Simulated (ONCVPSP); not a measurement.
**Before and after: ONCV potential for Nb**

- Element: Nb (Z = 41)
- Generator: ONCVPSP 4.0.1
- Type: optimised norm-conserving Vanderbilt (ONCV)
- Functional: PBEsol
- Relativity: scalar-relativistic
- Frozen core: [Ar] 3d10
- Valence charge: 13
- Reference configuration: 4s2 4p6 4d4 5s0.5 5p0.5
- Partial waves: 4s+5s: rc 2.05 bohr, ncon 4, nbas 8, qcut 5.9 1/bohr, 3 projectors, debl 1.9 Ha; 4p+5p: rc 1.80 bohr, ncon 5, nbas 10, qcut 9.4 1/bohr, 2 projectors; 4d: rc 1.90 bohr, ncon 4, nbas 9, qcut 5.9 1/bohr, 2 projectors, debl 0.9 Ha
- Local potential: polynomial inside 1.75 bohr (lpopt 5, dvloc0 0 Ha)
- Core correction: Teter function, fcfact 5.25, rcfact 1.3

Change: s: qcut 5; p: qcut 8; d: qcut 5.

Cutoffs: the cutoffs (Ha) at which the residual kinetic energy of the hardest occupied pseudo-wave falls to 1 and 0.1 mHa per electron; they do not see the model core or the augmentation charge, which bear on the density cutoff. Errors are all-electron minus pseudo energies relative to the spin-unpolarised reference configuration.

Task: How do hardness, ghosts and transferability respond?

Result: The potential gets neither clearly harder nor softer (26 Ha and 32 Ha → 20 Ha and 77 Ha); the p channel sets the loose cutoff, while the largest relative change is in s, which becomes softer; of the 4 tests that both files solve, the error grows in 0 and shrinks in 1 by more than 15 % and 0.3 meV (median size 1.0 → 0.9 meV); neither file shows a bound ghost.

| quantity | base | changed |
| --- | --- | --- |
| cutoff, loose | 26 Ha | 20 Ha |
| cutoff, tight | 32 Ha | 77 Ha |
| loose cutoff by channel | s 11 Ha, p 26 Ha, d 15 Ha | s 7.5 Ha, p 20 Ha, d 18 Ha |
| bound ghosts | none | none |
| GHOST(+) flags under 300 eV | none | none |
| error for 4s2 4p6 4d4 5s1 5p0, meV [ΔE -1.48 eV] | 0.0 | 0.0 |
| error for 4s2 4p6 4d4 5s0 5p0, meV [ΔE 5.17 eV] | -1.6 | -1.6 |
| error for 4s2 4p6 4d3 5s0 5p0, meV [ΔE 19.20 eV] | -0.5 | -0.1 |
| error for 4s2 4p6 4d3 5s2 5p0, meV [ΔE -2.01 eV] | -2.4 | -2.6 |
| s: phases at 2.08 bohr within 0.05 rad from the reference energy up to (Ha; the scan ends near 5) | to the end of the scan | to the end of the scan |
| p: phases at 1.83 bohr within 0.05 rad from the reference energy up to (Ha; the scan ends near 5) | to the end of the scan | to the end of the scan |
| d: phases at 1.93 bohr within 0.05 rad from the reference energy up to (Ha; the scan ends near 5) | to the end of the scan | to the end of the scan |
| rms error of d²Exc/dni dnj with the model core, mHa | 0.99 | 1.05 |
